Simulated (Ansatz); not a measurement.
One geometry of `O=P(O)(O)C12CC3CC(CC(C3)C1)C2`, several levels of theory.

```yaml
crystal:
  periodic: [false, false, false]
  atoms:
    - {symbol: O, position_ang: [3.193715, -0.933531, -1.482754]}
    - {symbol: P, position_ang: [2.640353, 0.023474, -0.461476]}
    - {symbol: O, position_ang: [2.931603, 1.608736, -0.814865]}
    - {symbol: O, position_ang: [3.272755, -0.181791, 1.048638]}
    - {symbol: C, position_ang: [0.842212, 0.009983, -0.144582]}
    - {symbol: C, position_ang: [0.436443, 1.048852, 0.928683]}
    - {symbol: C, position_ang: [-1.089219, 0.983127, 1.145144]}
    - {symbol: C, position_ang: [-1.482770, -0.429394, 1.620546]}
    - {symbol: C, position_ang: [-1.081321, -1.464979, 0.551593]}
    - {symbol: C, position_ang: [-1.803890, -1.147128, -0.772078]}
    - {symbol: C, position_ang: [-1.411244, 0.265210, -1.247860]}
    - {symbol: C, position_ang: [-1.812599, 1.300450, -0.178539]}
    - {symbol: C, position_ang: [0.111524, 0.326742, -1.474327]}
    - {symbol: C, position_ang: [0.442673, -1.409828, 0.331760]}
    - {symbol: H, position_ang: [3.592099, 1.637395, -1.535185]}
    - {symbol: H, position_ang: [4.053842, -0.764384, 0.968521]}
    - {symbol: H, position_ang: [0.738454, 2.065173, 0.600216]}
    - {symbol: H, position_ang: [0.972552, 0.837283, 1.877275]}
    - {symbol: H, position_ang: [-1.375171, 1.730347, 1.916035]}
    - {symbol: H, position_ang: [-2.577473, -0.478083, 1.807243]}
    - {symbol: H, position_ang: [-0.980135, -0.661567, 2.584430]}
    - {symbol: H, position_ang: [-1.359228, -2.484491, 0.894549]}
    - {symbol: H, position_ang: [-2.904647, -1.210388, -0.631108]}
    - {symbol: H, position_ang: [-1.532956, -1.898923, -1.544604]}
    - {symbol: H, position_ang: [-1.927390, 0.495169, -2.204399]}
    - {symbol: H, position_ang: [-2.913447, 1.284032, -0.025366]}
    - {symbol: H, position_ang: [-1.549474, 2.324609, -0.521292]}
    - {symbol: H, position_ang: [0.422763, -0.402702, -2.251904]}
    - {symbol: H, position_ang: [0.411683, 1.334514, -1.830920]}
    - {symbol: H, position_ang: [0.757513, -2.158059, -0.426264]}
    - {symbol: H, position_ang: [0.980774, -1.649844, 1.272869]}
basis:
  gaussian: {orbitals: def2-SVP}
magnetization: {spin_polarized: true, initial_magnetization: 2}
hamiltonian: {xc: pbe0, dispersion: d4}
scf: {omitted_lower_state_checks: [starts]}
output: {orbitals: {seedname: orbitals}}
```

The file start.molden holds the orbitals of an earlier run on this structure, at another level or in another basis.

```sh
$ ansatz run in.yaml --threads 4 --pin off --events-out ev --progress --plain --max-ram 6963MiB
```

It prints (some lines left out):

```
Functional definition: PBE0
2897 factors; integrals over basis functions are off by at most 1.3e-3 eV
mean field evaluation 1: about -26016.2514 eV, gradient 6.5e1 eV
mean field evaluation 2: about -25995.3144 eV, gradient 9.7e1 eV
mean field evaluation 4: about -26034.2494 eV, gradient 8.9e0 eV
mean field evaluation 8: about -26034.7419 eV, gradient 1.4e0 eV
mean field evaluation 16: about -26035.4885 eV, gradient 1.7e-1 eV
mean field evaluation 32: about -26035.4895 eV, gradient 8.4e-4 eV
mean field -26035.48954935 eV, -956.7865934500 hartree, gradient 6.7e-6 eV, S^2 2.009594; 0 other end points of the search recorded, 0 dependent functions left out
reference -26035.48959092 eV, -956.7865949776 hartree; 59, 57 occupied and 226, 228 virtual orbitals, 2897 factors
Total energy: -26036.49847184 eV, -956.8236706675 hartree
Checks for a lower state left out: starts
```

Hardware: 4 threads of Arm Neoverse V1 on a shared host. Wall time 75 s, peak host memory 2.1 GiB.

As the first input, with `gaussian: {orbitals: def2-SVP, initial_orbitals: start.molden}`, `hamiltonian: {xc: pbe, dispersion: d4}` (abridged; 22 s):

```
Functional definition: PBE
mean field -26033.66888435 eV, -956.7196852452 hartree, gradient 7.7e-6 eV, S^2 2.001973
Total energy: -26034.84287785 eV, -956.7628287106 hartree
Checks for a lower state left out: starts
```

Geometry: PBE-D4/def2-SVP, that of the neutral singlet.

At PBE0-D4/def2-SVP a singlet of charge 0 lies 7.46 eV below the triplet at the same geometry.
